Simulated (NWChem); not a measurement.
System: WHO3, doublet; SMILES [W]([OH])(=[O])=[O]

Input file for NWChem:

```
start job
memory heap 200 mb stack 900 mb global 1100 mb
geometry units angstroms noautoz
  W      0.023017    -0.011979    -0.265349
  O      1.394257    -0.940722     0.150077
  O     -1.417776    -0.863505     0.071318
  O      0.134209     1.864305    -0.134946
  H     -0.376759     2.614839     0.181952
end
basis spherical
  * library def2-svp
end
ecp
  W library def2-ecp
end
dft
  odft
  mult 2
  xc xpbe96 cpbe96
  grid coarse
  iterations 150
  mulliken
end
task dft gradient
```

NWChem printed, in part:

```
             Northwest Computational Chemistry Package (NWChem) 7.3.0
             --------------------------------------------------------

 C1  symmetry detected

                             Geometry "geometry" -> ""
                             -------------------------

 Output coordinates in angstroms (scale by  1.889725989 to convert to a.u.)

  No.       Tag          Charge          X              Y              Z
 ---- ---------------- ---------- -------------- -------------- --------------
    1 W                   74.0000     0.00035495    -0.02892450    -0.07803847
    2 O                    8.0000     1.43129020    -0.90558675     0.23712665
    3 O                    8.0000    -1.38189349    -0.98096822     0.23393537
    4 O                    8.0000     0.01335144     1.83729239     0.18056518
    5 H                    1.0000    -0.52825151     2.53451384     0.56182942

 Effective nuclear repulsion energy (a.u.)     588.1879747797

 Summary of "ao basis" -> "ao basis" (spherical)
 ------------------------------------------------------------------------------
       Tag                 Description            Shells   Functions and Types
 ---------------- ------------------------------  ------  ---------------------
 W                          def2-svp                12       32   6s3p2d1f
 O                          def2-svp                 6       14   3s2p1d
 H                          def2-svp                 3        5   2s1p

            General Information
            -------------------
          SCF calculation type: DFT
          Wavefunction type:  spin polarized.
          No. of atoms     :     5
          No. of electrons :    39
           Alpha electrons :    20
            Beta electrons :    19
          Charge           :     0
          Spin multiplicity:     2
          Use of symmetry is: off; symmetry adaption is: off
          Maximum number of iterations: 150
          AO basis - number of functions:    79
                     number of shells:    33
          Convergence on energy requested:  1.00D-06
          Convergence on density requested:  1.00D-05
          Convergence on gradient requested:  5.00D-04

              XC Information
              --------------
          PerdewBurkeErnzerhof Exchange Functional  1.000
            Perdew 1991 LDA Correlation Functional  1.000 local
           PerdewBurkeErnz. Correlation Functional  1.000 non-local

             Grid Information
             ----------------
          Grid used for XC integration:  coarse
          Radial quadrature: Mura-Knowles
          Angular quadrature: Lebedev.
          Tag              B.-S. Rad. Rad. Pts. Rad. Cut. Ang. Pts.
          ---              ---------- --------- --------- ---------
          W                   1.35      104           8.0       302
          O                   0.60       35          10.0       302
          H                   0.35       35          10.0       302
          Grid pruning is: on
          Number of quadrature shells:   244
          Spatial weights used:  Erf1

      Superposition of Atomic Density Guess
      -------------------------------------

 Sum of atomic energies:        -297.74935711

      Non-variational initial energy
      ------------------------------

 Total energy =    -290.769735
 1-e energy   =    -707.596219
 2-e energy   =     272.788981
 HOMO         =      -0.154954
 LUMO         =      -0.008411

     ---------------------------------------------
      Total Density - Mulliken Population Analysis
     ---------------------------------------------

    Atom       Charge   Shell Charges
 -----------   ------   -------------------------------------------------------
    1 W   14    11.35   0.04 -0.35  1.80  0.53  0.43  0.41  5.49  0.57  0.11  1.85  0.32  0.15
    2 O    8     9.09   1.99  1.16  0.73  3.19  2.01  0.01
    3 O    8     9.08   1.99  1.16  0.73  3.18  2.01  0.01
    4 O    8     8.84   1.99  1.10  0.66  3.10  1.98  0.00
    5 H    1     0.64   0.52  0.06  0.06

     --------------------------------------------
      Spin Density - Mulliken Population Analysis
     --------------------------------------------

    Atom       Charge   Shell Charges
 -----------   ------   -------------------------------------------------------
    1 W   14     0.99   0.00 -0.01  0.02 -0.02  0.20  0.37  0.00  0.00  0.01  0.33  0.08  0.00
    2 O    8     0.00   0.00  0.01 -0.01  0.00  0.00  0.00
    3 O    8     0.00   0.00  0.01 -0.01  0.00  0.00  0.00
    4 O    8     0.00   0.00  0.01 -0.01  0.01 -0.00  0.00
    5 H    1     0.00   0.00  0.00  0.00

   convergence    iter        energy       DeltaE   RMS-Dens  Diis-err
 ---------------- ----- ----------------- --------- --------- ---------
 d= 0,ls=0.0,diis     1   -292.5222142417 -4.37D+02  4.70D-02  1.19D+00
                                                     4.51D-02  1.09D+00
 d= 0,ls=0.0,diis     2   -281.4531147112  1.11D+01  3.93D-02  1.91D+01
                                                     4.01D-02  1.79D+01
 d= 0,ls=0.0,diis     3   -292.3232494086 -1.09D+01  1.05D-02  1.83D+00
                                                     1.09D-02  1.83D+00
 d= 0,ls=0.0,diis     4   -293.0537757462 -7.31D-01  3.00D-03  1.64D-01
                                                     2.79D-03  1.64D-01
 d= 0,ls=0.0,diis     5   -293.1164227636 -6.26D-02  2.21D-03  1.65D-02
                                                     1.96D-03  1.66D-02
  Resetting Diis
 d= 0,ls=0.0,diis     6   -293.1014847260  1.49D-02  1.50D-03  5.30D-02
                                                     1.38D-03  5.23D-02
 d= 0,ls=0.0,diis     7   -293.1226566499 -2.12D-02  9.65D-04  8.98D-04
                                                     8.11D-04  8.86D-04
 d= 0,ls=0.0,diis     8   -293.1196227337  3.03D-03  7.39D-04  8.13D-03
                                                     6.46D-04  7.74D-03
 d= 0,ls=0.0,diis     9   -293.1227738704 -3.15D-03  2.38D-04  7.74D-04
                                                     1.99D-04  7.80D-04
 d= 0,ls=0.0,diis    10   -293.1230676693 -2.94D-04  5.71D-05  7.19D-05
                                                     5.39D-05  7.32D-05
 d= 0,ls=0.0,diis    11   -293.1230965454 -2.89D-05  1.84D-05  1.66D-06
                                                     8.93D-06  9.64D-07
 d= 0,ls=0.0,diis    12   -293.1230965189  2.65D-08  9.39D-06  1.58D-06
                                                     1.46D-05  2.32D-06
 d= 0,ls=0.0,diis    13   -293.1230972328 -7.14D-07  8.53D-06  4.26D-07
                                                     3.83D-06  2.66D-07

         Total DFT energy =     -293.123097232818
      One electron energy =     -710.653564038593
           Coulomb energy =      306.974425882322
    Exchange-Corr. energy =      -33.481461977180
 Nuclear repulsion energy =      144.037502900633

 Numeric. integr. density =       38.999981453304

                    DFT Final Alpha Molecular Orbital Analysis
                    ------------------------------------------

 Vector   18  Occ=1.000000D+00  E=-2.941502D-01
              MO Center=  5.3D-01,  9.4D-02,  2.1D-01, r^2= 3.3D+00
   Bfn.  Coefficient  Atom+Function         Bfn.  Coefficient  Atom+Function
  ----- ------------  ---------------      ----- ------------  ---------------
    36      0.414946  2 O  px                64     -0.291456  4 O  px
    39      0.273082  2 O  px                67     -0.219469  4 O  px
    66     -0.195467  4 O  pz                50     -0.192537  3 O  px
    18      0.188938  1 W  d  0               8     -0.182668  1 W  py
    65     -0.151197  4 O  py                69     -0.146733  4 O  pz

 Vector   19  Occ=1.000000D+00  E=-2.670287D-01
              MO Center=  7.9D-02, -9.3D-01,  2.3D-01, r^2= 2.6D+00
   Bfn.  Coefficient  Atom+Function         Bfn.  Coefficient  Atom+Function
  ----- ------------  ---------------      ----- ------------  ---------------
    37      0.438721  2 O  py                51     -0.418248  3 O  py
    40      0.308886  2 O  py                54     -0.296965  3 O  py
     7     -0.161834  1 W  px                52      0.143661  3 O  pz
    38     -0.138232  2 O  pz                55      0.102639  3 O  pz
    41     -0.098943  2 O  pz                50      0.093535  3 O  px

 Vector   20  Occ=1.000000D+00  E=-2.223975D-01
              MO Center= -1.2D-02, -1.2D-01, -3.8D-01, r^2= 2.4D+00
   Bfn.  Coefficient  Atom+Function         Bfn.  Coefficient  Atom+Function
  ----- ------------  ---------------      ----- ------------  ---------------
     5      0.638452  1 W  s                 18      0.586829  1 W  d  0
     3     -0.395464  1 W  s                  2      0.249337  1 W  s
    23      0.166212  1 W  d  0               6      0.165263  1 W  s
     4     -0.160645  1 W  s                 15     -0.132047  1 W  pz
    52     -0.125069  3 O  pz                38     -0.116809  2 O  pz

 Vector   21  Occ=0.000000D+00  E=-1.191625D-01
              MO Center=  2.7D-02,  1.3D-01, -1.2D-01, r^2= 2.3D+00
   Bfn.  Coefficient  Atom+Function         Bfn.  Coefficient  Atom+Function
  ----- ------------  ---------------      ----- ------------  ---------------
    17      0.794860  1 W  d -1              66     -0.252724  4 O  pz
    69     -0.214303  4 O  pz                38      0.196653  2 O  pz
    22      0.182247  1 W  d -1              41      0.173575  2 O  pz
    52      0.156340  3 O  pz                15      0.147583  1 W  pz
    55      0.138174  3 O  pz                68      0.138398  4 O  py

 Vector   22  Occ=0.000000D+00  E=-9.712235D-02
              MO Center= -3.4D-02, -3.0D-01, -3.9D-02, r^2= 2.0D+00
   Bfn.  Coefficient  Atom+Function         Bfn.  Coefficient  Atom+Function
  ----- ------------  ---------------      ----- ------------  ---------------
    19      0.781674  1 W  d  1              52     -0.310487  3 O  pz
    38      0.285830  2 O  pz                55     -0.273491  3 O  pz
    41      0.252694  2 O  pz                16     -0.203227  1 W  d -2
    24      0.176514  1 W  d  1              51     -0.107030  3 O  py
    54     -0.096997  3 O  py                37      0.094731  2 O  py

 Vector   23  Occ=0.000000D+00  E=-3.136746D-02
              MO Center= -2.9D-01,  1.3D+00, -5.7D-02, r^2= 5.3D+00
   Bfn.  Coefficient  Atom+Function         Bfn.  Coefficient  Atom+Function
  ----- ------------  ---------------      ----- ------------  ---------------
     6      0.869510  1 W  s                 63     -0.638395  4 O  s
    76      0.524070  5 H  s                 20     -0.354391  1 W  d  2
    18     -0.350179  1 W  d  0               5     -0.317230  1 W  s
    14      0.242065  1 W  py                62     -0.221576  4 O  s
    75      0.197630  5 H  s                 15     -0.152899  1 W  pz

                     DFT Final Beta Molecular Orbital Analysis
                     -----------------------------------------

 Vector   17  Occ=1.000000D+00  E=-3.102683D-01
              MO Center=  5.6D-02, -2.0D-01,  2.2D-01, r^2= 3.5D+00
   Bfn.  Coefficient  Atom+Function         Bfn.  Coefficient  Atom+Function
  ----- ------------  ---------------      ----- ------------  ---------------
    38      0.321478  2 O  pz                52      0.304662  3 O  pz
    66      0.281821  4 O  pz                41      0.222487  2 O  pz
    69      0.212417  4 O  pz                55      0.209956  3 O  pz
     9     -0.160055  1 W  pz                17     -0.158535  1 W  d -1
     3     -0.155209  1 W  s                 36     -0.141979  2 O  px

 Vector   18  Occ=1.000000D+00  E=-2.924362D-01
              MO Center=  5.6D-01, -7.7D-02,  2.2D-01, r^2= 3.3D+00
   Bfn.  Coefficient  Atom+Function         Bfn.  Coefficient  Atom+Function
  ----- ------------  ---------------      ----- ------------  ---------------
    36      0.416831  2 O  px                39      0.272595  2 O  px
    64     -0.269489  4 O  px                50     -0.212486  3 O  px
    67     -0.204183  4 O  px                 8     -0.193641  1 W  py
    38      0.186434  2 O  pz                65     -0.165181  4 O  py
    18      0.163502  1 W  d  0              66     -0.150698  4 O  pz

 Vector   19  Occ=1.000000D+00  E=-2.678784D-01
              MO Center=  7.7D-02, -9.3D-01,  2.3D-01, r^2= 2.6D+00
   Bfn.  Coefficient  Atom+Function         Bfn.  Coefficient  Atom+Function
  ----- ------------  ---------------      ----- ------------  ---------------
    37      0.439570  2 O  py                51     -0.419215  3 O  py
    40      0.308861  2 O  py                54     -0.296836  3 O  py
     7     -0.162315  1 W  px                52      0.145573  3 O  pz
    38     -0.138473  2 O  pz                55      0.103984  3 O  pz
    41     -0.099090  2 O  pz                50      0.090740  3 O  px

 Vector   20  Occ=0.000000D+00  E=-1.643435D-01
              MO Center= -1.8D-02, -5.7D-02, -3.6D-01, r^2= 2.4D+00
   Bfn.  Coefficient  Atom+Function         Bfn.  Coefficient  Atom+Function
  ----- ------------  ---------------      ----- ------------  ---------------
    18      0.626583  1 W  d  0               5      0.520562  1 W  s
     3     -0.361972  1 W  s                  6      0.309246  1 W  s
     2      0.232142  1 W  s                  4     -0.162640  1 W  s
    23      0.154642  1 W  d  0              15     -0.108563  1 W  pz
     1     -0.102952  1 W  s                 17      0.088299  1 W  d -1

 Vector   21  Occ=0.000000D+00  E=-1.040753D-01
              MO Center=  2.2D-02,  1.2D-01, -1.2D-01, r^2= 2.1D+00
   Bfn.  Coefficient  Atom+Function         Bfn.  Coefficient  Atom+Function
  ----- ------------  ---------------      ----- ------------  ---------------
    17      0.819598  1 W  d -1              66     -0.241690  4 O  pz
    69     -0.200405  4 O  pz                38      0.189493  2 O  pz
    22      0.175760  1 W  d -1              41      0.166542  2 O  pz
    52      0.150095  3 O  pz                68      0.133946  4 O  py
    55      0.131924  3 O  pz                15      0.129227  1 W  pz

 Vector   22  Occ=0.000000D+00  E=-8.292984D-02
              MO Center= -3.1D-02, -2.6D-01, -4.4D-02, r^2= 2.0D+00
   Bfn.  Coefficient  Atom+Function         Bfn.  Coefficient  Atom+Function
  ----- ------------  ---------------      ----- ------------  ---------------
    19      0.805247  1 W  d  1              52     -0.297159  3 O  pz
    38      0.273173  2 O  pz                55     -0.260643  3 O  pz
    41      0.240636  2 O  pz                16     -0.212769  1 W  d -2
    24      0.170429  1 W  d  1              51     -0.101647  3 O  py
    54     -0.093408  3 O  py                37      0.089880  2 O  py

     ---------------------------------------------
      Total Density - Mulliken Population Analysis
     ---------------------------------------------

    Atom       Charge   Shell Charges
 -----------   ------   -------------------------------------------------------
    1 W   14    13.24   0.04 -0.37  1.90  0.46  0.53  0.09  5.58  0.53  0.24  3.50  0.56  0.17
    2 O    8     8.30   1.99  1.12  0.77  2.76  1.64  0.01
    3 O    8     8.30   1.99  1.12  0.77  2.76  1.64  0.01
    4 O    8     8.38   1.99  1.07  0.68  2.87  1.77  0.01
    5 H    1     0.78   0.67  0.04  0.07

[...]

                         DFT ENERGY GRADIENTS

    atom               coordinates                        gradient
                 x          y          z           x          y          z
   1 W       0.000671  -0.054659  -0.147471    0.001884  -0.016659   0.013706
   2 O       2.704746  -1.711311   0.448104   -0.019211   0.012427  -0.005778
   3 O      -2.611400  -1.853761   0.442074    0.017960   0.013585  -0.005583
   4 O       0.025231   3.471979   0.341219   -0.006919  -0.001943   0.001958
   5 H      -0.998251   4.789537   1.061704    0.006286  -0.007410  -0.004302
```

Level: PBE/def2-SVP with def2 effective core potentials on W, spin-unrestricted. Coordinates come from a PBE0/def2-SVP, spin-unrestricted optimisation. The spin multiplicity was typed, not searched, and may not be the lowest. No stability test was run on the SCF state. def2 effective core potentials on W; no spin-orbit coupling.
